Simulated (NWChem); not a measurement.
System: CBrF2, doublet; SMILES F[C](F)Br

NWChem input:

```
start job
memory heap 200 mb stack 700 mb global 900 mb
geometry units angstroms noautosym nocenter noautoz
  F     -0.083137     1.543711    -1.089466
  C      0.338381     0.917572     0.000000
  F     -0.083137     1.543711     1.089466
  Br    -0.023703    -0.975262     0.000000
end
basis spherical
  * library 6-31g*
end
dft
  odft
  mult 2
  xc pbe0
  iterations 150
end
cosmo
  dielec 46.7
end
task dft energy
```

NWChem printed, in part:

```
             Northwest Computational Chemistry Package (NWChem) 7.3.0
             --------------------------------------------------------

                             Geometry "geometry" -> ""
                             -------------------------

 Output coordinates in angstroms (scale by  1.889725989 to convert to a.u.)

  No.       Tag          Charge          X              Y              Z
 ---- ---------------- ---------- -------------- -------------- --------------
    1 F                    9.0000    -0.08313700     1.54371100    -1.08946600
    2 C                    6.0000     0.33838100     0.91757200     0.00000000
    3 F                    9.0000    -0.08313700     1.54371100     1.08946600
    4 Br                  35.0000    -0.02370300    -0.97526200     0.00000000

 Effective nuclear repulsion energy (a.u.)     241.9009228494

                                 NWChem DFT Module
                                 -----------------

 Summary of "ao basis" -> "ao basis" (spherical)
 ------------------------------------------------------------------------------
       Tag                 Description            Shells   Functions and Types
 ---------------- ------------------------------  ------  ---------------------
 F                           6-31g*                  6       14   3s2p1d
 C                           6-31g*                  6       14   3s2p1d
 Br                          6-31g*                 12       32   5s4p3d

 in cosmo_initialize ...

 solvent parameters
 solvname_short: unkn
 solvname_long:  unknown
 dielec:       46.7000

          ---------------
          -cosmo- solvent
          ---------------
 Cosmo: York-Karplus, doi: 10.1021/jp992097l
 dielectric constant -eps-     =  46.70
 screen = (eps-1)/(eps    )    =   0.97859
 surface charge correction     = lagrangian

   van der Waals surface
 --------------------------

[...]

                                   COSMO solvation results
                                   -----------------------

                 gas phase energy =     -2811.029489239480
                 sol phase energy =     -2811.030460945819
 (electrostatic) solvation energy =         0.000971706339 (    0.61 kcal/mol)

                    DFT Final Alpha Molecular Orbital Analysis
                    ------------------------------------------

 Vector   28  Occ=1.000000D+00  E=-3.448483D-01
              MO Center=  4.4D-02, -5.8D-01, -4.1D-10, r^2= 2.1D+00
   Bfn.  Coefficient  Atom+Function         Bfn.  Coefficient  Atom+Function
  ----- ------------  ---------------      ----- ------------  ---------------
    53      0.656421  4 Br px                54     -0.317989  4 Br py
    49     -0.293570  4 Br px                57      0.269449  4 Br px
    17      0.165531  2 C  px                 3     -0.142228  1 F  px
    31     -0.142228  3 F  px                50      0.139507  4 Br py
     7     -0.109338  1 F  px                35     -0.109338  3 F  px

 Vector   29  Occ=1.000000D+00  E=-3.314560D-01
              MO Center= -1.7D-02, -8.6D-01, -2.2D-10, r^2= 1.7D+00
   Bfn.  Coefficient  Atom+Function         Bfn.  Coefficient  Atom+Function
  ----- ------------  ---------------      ----- ------------  ---------------
    55      0.784707  4 Br pz                51     -0.349494  4 Br pz
    59      0.323657  4 Br pz                 4     -0.108270  1 F  py
    32      0.108270  3 F  py                47      0.104705  4 Br pz
     8     -0.078066  1 F  py                36      0.078066  3 F  py
    23      0.042152  2 C  pz                 6      0.035754  1 F  s

 Vector   30  Occ=1.000000D+00  E=-2.604744D-01
              MO Center=  3.3D-01,  4.5D-01, -4.9D-10, r^2= 2.4D+00
   Bfn.  Coefficient  Atom+Function         Bfn.  Coefficient  Atom+Function
  ----- ------------  ---------------      ----- ------------  ---------------
    17      0.482249  2 C  px                20      0.420235  2 C  s
    53     -0.408487  4 Br px                21      0.277843  2 C  px
    54     -0.265912  4 Br py                 3     -0.242599  1 F  px
    31     -0.242599  3 F  px                57     -0.206000  4 Br px
     7     -0.201528  1 F  px                35     -0.201528  3 F  px

 Vector   31  Occ=0.000000D+00  E=-1.429110D-02
              MO Center=  2.8D-02, -3.4D-01, -1.9D-10, r^2= 2.7D+00
   Bfn.  Coefficient  Atom+Function         Bfn.  Coefficient  Atom+Function
  ----- ------------  ---------------      ----- ------------  ---------------
    20      0.844488  2 C  s                 58     -0.764436  4 Br py
    54     -0.471363  4 Br py                22     -0.455743  2 C  py
    18     -0.429178  2 C  py                56     -0.426587  4 Br s
    21     -0.267589  2 C  px                17     -0.264509  2 C  px
    52      0.231710  4 Br s                 50      0.202792  4 Br py

 Vector   32  Occ=0.000000D+00  E= 1.432370D-01
              MO Center=  3.3D-01,  6.2D-01, -1.5D-08, r^2= 2.2D+00
   Bfn.  Coefficient  Atom+Function         Bfn.  Coefficient  Atom+Function
  ----- ------------  ---------------      ----- ------------  ---------------
    23      1.107104  2 C  pz                 6      0.574262  1 F  s
    34     -0.574262  3 F  s                 19      0.540089  2 C  pz
    59     -0.270276  4 Br pz                 8     -0.248748  1 F  py
    36      0.248748  3 F  py                 4     -0.192475  1 F  py
    32      0.192475  3 F  py                 9      0.185394  1 F  pz

[...]
```

Level: PBE0/6-31G* (spherical d), spin-unrestricted, COSMO on the gas-phase geometry. In the optimisation the excess spin sits in a' (Cs, its own frame). All runs use the structure optimised with PBE-D3(BJ)/def2-SVP, spin-unrestricted. No stability test was run on the SCF state. COSMO prints the solvation energy as gas minus solution, so a positive value is a stabilisation.
